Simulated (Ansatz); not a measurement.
`C[B](Cl)[GeH3]` + `N=C=O` → `CB(Cl)N=C=O` + GeH₄  (cleavage of the B–Ge bond)

Computed with Ansatz on PBE0-D4/def2-TZVP structures; ΔE is electronic, products minus reactants. CBS: MP2 limit from def2 TZ/QZ plus the TZ coupled-cluster correction, frozen cores. This one scheme is used for every species. Functionals use def2-TZVPP. B3LYP here is the variant with VWN-RPA as its local correlation; programs differ in this. For Ge outer-core shells are correlated without core-valence functions, which leaves a few kJ/mol of doubt a bond. Scalar relativity is left out up to krypton. Each species was taken in one conformer, which may not be the lowest.

Q: Is it downhill or uphill in electronic energy at CCSD(T)/CBS, and by how much? (An estimate is asked.)

A: The calculation gave: Downhill: ΔE = -113.3 kJ/mol.

Q: What do these levels give: r2SCAN-D4, r2SCAN, B3LYP, HF/def2-SVP, HF/CBS(def2), CCSD/CBS(def2)? (Best estimate.)

A: Computed: r2SCAN-D4 -119.9, r2SCAN -120.0, B3LYP -124.2, HF/def2-SVP -154.6, HF/CBS(def2) -139.3, CCSD/CBS(def2) -114.8 kJ/mol.

Largest T1 diagnostic among the species: 0.018.

Leaving LDA and LC-ωPBE aside and taking each functional with its dispersion term where it has one, the values, not all of them listed here, spread over 17.1 kJ/mol, from B97M-V to PBE-D4. LDA lies −6.4 kJ/mol from PBE without D4. In def2-TZVPP, CCSD(T) changes the Hartree–Fock value by +21.1 kJ/mol (the triples alone add +1.5 kJ/mol) and MP2 by +16.0 kJ/mol.
